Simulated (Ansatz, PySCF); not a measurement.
Species: C4H5N, net charge 0, singlet state. SMILES: C/C=C\C#N
Geometry from a B3LYP-D3(BJ)/def2-TZVP (Ansatz, a quantum-chemistry and plane-wave program) optimisation:
```xyz
10

C     -1.8122    -0.0744     0.0629
C     -0.6993    -1.0628     0.0570
C      0.6056    -0.7788     0.0044
C      1.1118     0.5510    -0.0546
N      1.5346     1.6227    -0.1026
H     -1.4497     0.9516     0.0183
H     -2.4782    -0.2482    -0.7869
H     -2.4197    -0.1928     0.9645
H     -0.9762    -2.1110     0.0994
H      1.3467    -1.5680     0.0047
```

Property: atomisation energy, in kcal/mol. Terms: no spin-orbit coupling; 6-311+G** with 5d; dispersion terms only where a functional's name holds one; frozen cores in correlated levels; UHF or UKS for open shells; 6-31G* and kin with 6d, 5d where marked; atomisation electronic, to ground-state atoms; non-relativistic. First-principles rows: single points at B3LYP-D3(BJ) geometries (Ansatz). The Hartree-Fock reference of C/C=C\C#N is unstable towards a lower, spin-broken solution.

```json
[
 {"level": "HF/6-311+G**", "program": "Ansatz", "atomisation energy (kcal/mol)": "755.7"},
 {"level": "BLYP/6-31G*", "program": "Ansatz", "atomisation energy (kcal/mol)": "1060.3"},
 {"level": "BP86/def2-SVP", "program": "PySCF", "atomisation energy (kcal/mol)": "1104.4"},
 {"level": "BP86/6-31G* (5d)", "program": "PySCF", "atomisation energy (kcal/mol)": "1097.8"},
 {"level": "B3LYP/def2-SVP", "program": "Ansatz", "atomisation energy (kcal/mol)": "1065.1"},
 {"level": "MP2/STO-3G", "program": "Ansatz", "atomisation energy (kcal/mol)": "1031.2"},
 {"level": "B2PLYP-D3(BJ)/def2-TZVPD", "program": "Ansatz + dftd3", "atomisation energy (kcal/mol)": "1056.7"}
]
```

No value to compare with is used here. The 6 habitual levels span 755.7 (HF/6-311+G**) to 1104.4 kcal/mol (BP86/def2-SVP); B2PLYP-D3(BJ)/def2-TZVPD gives 1056.7.

The levels are drawn from those run, B3LYP/6-31G* more often than the rest, none by its result; left out are runs that failed, that the program found above a lower state of the same kind, or whose <S^2> lies over 0.5 above the pure value.
